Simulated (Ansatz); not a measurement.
Born–Oppenheimer molecular dynamics of AlCl₂H₃O (7 atoms, charge 0, multiplicity 1). It starts at the highest image of a converged band, a first-order saddle point between two minima.

All numbers below come from Ansatz, RKS PBE0/6-31G*.

```yaml
ensemble: NVE (velocity Verlet)
time_step: 0.5 fs
steps_asked: 200
starting_velocities_drawn_for: 100 K
seed: 10126
```

Frames 2.5 fs apart, positions in Å.

Velocities at 10 fs (Å/ps):

```
Al 0.91 4.87 2.22
H -5.08 14.88 -18.54
Cl 0.59 -1.01 -0.67
Cl -0.89 -0.94 -0.38
O -0.50 -0.60 0.33
H 5.07 -1.11 -4.52
H -5.92 -66.12 -4.46
```

```xyz
7
Properties=species:S:1:pos:R:3 time_fs=10 energy_less_start_eV=-0.249 T=484
Al 0.084 -0.284 -0.091
H -0.028 0.028 1.532
Cl 1.836 0.402 -0.967
Cl -1.808 0.118 -0.978
O 0.138 -1.990 0.598
H -0.560 -2.639 0.439
H -0.068 -1.415 1.391
7
Properties=species:S:1:pos:R:3 time_fs=12.5 energy_less_start_eV=-0.369 T=670
Al 0.086 -0.270 -0.086
H -0.038 0.079 1.483
Cl 1.837 0.400 -0.969
Cl -1.811 0.116 -0.979
O 0.138 -1.994 0.597
H -0.554 -2.650 0.423
H -0.089 -1.580 1.427
7
Properties=species:S:1:pos:R:3 time_fs=15 energy_less_start_eV=-0.470 T=826
Al 0.086 -0.251 -0.080
H -0.044 0.157 1.441
Cl 1.840 0.397 -0.971
Cl -1.812 0.112 -0.980
O 0.137 -2.006 0.593
H -0.551 -2.675 0.388
H -0.111 -1.731 1.544
7
Properties=species:S:1:pos:R:3 time_fs=17.5 energy_less_start_eV=-0.541 T=937
Al 0.084 -0.229 -0.072
H -0.045 0.257 1.423
Cl 1.843 0.394 -0.975
Cl -1.814 0.109 -0.982
O 0.133 -2.023 0.595
H -0.528 -2.693 0.325
H -0.093 -1.890 1.589
7
Properties=species:S:1:pos:R:3 time_fs=20 energy_less_start_eV=-0.654 T=1110
Al 0.080 -0.205 -0.064
H -0.038 0.367 1.426
Cl 1.847 0.391 -0.979
Cl -1.815 0.104 -0.984
O 0.126 -2.044 0.604
H -0.487 -2.704 0.238
H -0.032 -2.044 1.536
7
Properties=species:S:1:pos:R:3 time_fs=22.5 energy_less_start_eV=-0.676 T=1145
Al 0.075 -0.178 -0.052
H -0.024 0.471 1.429
Cl 1.853 0.387 -0.985
Cl -1.816 0.099 -0.987
O 0.117 -2.068 0.609
H -0.441 -2.713 0.139
H 0.027 -2.185 1.550
7
Properties=species:S:1:pos:R:3 time_fs=25 energy_less_start_eV=-0.591 T=1015
Al 0.069 -0.149 -0.037
H -0.002 0.555 1.420
Cl 1.858 0.383 -0.991
Cl -1.817 0.093 -0.991
O 0.110 -2.091 0.607
H -0.390 -2.720 0.053
H 0.075 -2.318 1.605
7
Properties=species:S:1:pos:R:3 time_fs=27.5 energy_less_start_eV=-0.648 T=1100
Al 0.062 -0.119 -0.018
H 0.024 0.615 1.398
Cl 1.864 0.379 -0.998
Cl -1.817 0.087 -0.995
O 0.102 -2.115 0.609
H -0.336 -2.732 0.002
H 0.112 -2.426 1.540
7
Properties=species:S:1:pos:R:3 time_fs=30 energy_less_start_eV=-0.589 T=1013
Al 0.055 -0.087 0.003
H 0.050 0.654 1.377
Cl 1.870 0.374 -1.006
Cl -1.817 0.080 -0.999
O 0.095 -2.135 0.609
H -0.283 -2.756 -0.023
H 0.139 -2.529 1.443
7
Properties=species:S:1:pos:R:3 time_fs=32.5 energy_less_start_eV=-0.591 T=1013
Al 0.048 -0.055 0.025
H 0.073 0.682 1.381
Cl 1.876 0.368 -1.014
Cl -1.817 0.072 -1.004
O 0.088 -2.151 0.600
H -0.235 -2.793 -0.048
H 0.169 -2.664 1.448
7
Properties=species:S:1:pos:R:3 time_fs=35 energy_less_start_eV=-0.528 T=916
Al 0.041 -0.023 0.047
H 0.091 0.706 1.420
Cl 1.881 0.361 -1.022
Cl -1.817 0.063 -1.008
O 0.081 -2.167 0.592
H -0.190 -2.821 -0.081
H 0.198 -2.743 1.420
7
Properties=species:S:1:pos:R:3 time_fs=37.5 energy_less_start_eV=-0.542 T=938
Al 0.035 0.009 0.069
H 0.102 0.722 1.484
Cl 1.885 0.354 -1.030
Cl -1.816 0.054 -1.013
O 0.074 -2.186 0.587
H -0.143 -2.820 -0.116
H 0.225 -2.735 1.329
```

Of the whole run (100 fs, mean temperature of the second half 752 K): The conserved energy stayed within 0.23 meV per atom of its start (net change -0.032 meV per atom), so the integration is sound. The kinetic energy rose, since the run started high on the potential surface and went downhill. A run of 0.1 ps of so small a system gives no equilibrium averages. The orbitals stay closed-shell, which can raise the energy where a bond breaks towards radicals; this wasn't checked here.

The run took 13 min on 1 thread of Arm Neoverse V1 (shared host), peak memory 0.15 GiB.
